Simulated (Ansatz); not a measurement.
Reaction (redistribution): `C#[C][Sn]([F])([F])[F]` + `C=C[Si](F)(F)F` → `C=[CH][Sn]([F])([F])[F]` + `C#C[Si](F)(F)F`

Computed with Ansatz on PBE0-D4/def2-TZVP structures; ΔE is electronic, products minus reactants. CCSD(T)/CBS adds triple-zeta CCSD(T) − MP2 to the extrapolated MP2 energy (def2 sets, frozen cores). DFT in def2-TZVPP. def2 core potentials past Kr. For Sn outer-core shells are correlated without core-valence functions, which leaves a few kJ/mol of doubt a bond. Each species was taken in one conformer, which may not be the lowest.

```
        level  ΔE (kJ/mol)
       revPBE        -24.3
       r2SCAN        -23.2
HF/def2-TZVPP        -11.7
MP2/CBS(def2)        -22.0
```

Q: What does CCSD(T)/CBS give? (An estimate is asked.)

A: Computed: -19.3 kJ/mol. The listed levels differ from it by -5.0, -3.9, 7.6, -2.7 kJ/mol.

Largest T1 diagnostic among the species: 0.015.

From PBE to PBE0 (25 % exact exchange), in def2-TZVPP and without D4, ΔE moves by +4.3 kJ/mol. At CCSD(T), def2-SVP lies +5.6 kJ/mol from the extrapolated value and def2-TZVPP +3.3 kJ/mol. In def2-TZVPP, CCSD(T) changes the Hartree–Fock value by −4.3 kJ/mol (the triples alone add −0.6 kJ/mol) and MP2 by −7.0 kJ/mol.
